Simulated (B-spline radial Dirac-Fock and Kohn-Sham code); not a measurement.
The computed values come from a radial atomic solver: Dirac-Fock orbitals of the configuration average with a finite nucleus.

Question: This computed X-ray form factor belongs to an atom or ion in its tabulated ground configuration. Which?

```tsv
sin θ/λ (Å⁻¹)	f₀
0.17	1.999
0.39	1.994
0.47	1.991
0.85	1.971
1.55	1.907
1.89	1.864
2.82	1.715
3.44	1.598
5.13	1.254
```

Answer: As³¹⁺, with 2 electrons in 1s2. f₀ tends to the number of electrons as s goes to zero, which the first rows give only roughly, and the rate of fall reflects the nuclear charge, 33.

Question: This computed X-ray form factor belongs to an atom or ion in its tabulated ground configuration. Which?

```
sin θ/λ (Å⁻¹)     f₀
         0.04  2.000
         0.07  2.000
         0.23  1.998
          0.3  1.996
         0.63  1.982
          0.8  1.971
         1.33  1.921
          1.7  1.874
         3.59  1.520
```

Answer: Ga²⁹⁺, with 2 electrons in 1s2. f₀ tends to the number of electrons as s goes to zero, which the first rows give only roughly, and the rate of fall reflects the nuclear charge, 31.

Question: This computed X-ray form factor belongs to an atom or ion in its tabulated ground configuration. Which?

| sin θ/λ (Å⁻¹) | f₀ |
| --- | --- |
| 0.08 | 7.994 |
| 0.11 | 7.989 |
| 0.13 | 7.984 |
| 0.23 | 7.951 |
| 0.33 | 7.899 |
| 0.57 | 7.704 |
| 1.19 | 6.817 |
| 2.06 | 5.114 |
| 2.47 | 4.329 |

Answer: Tc³⁵⁺, with 8 electrons in [He] 2s2 2p4. f₀ tends to the number of electrons as s goes to zero, which the first rows give only roughly, and the rate of fall reflects the nuclear charge, 43.
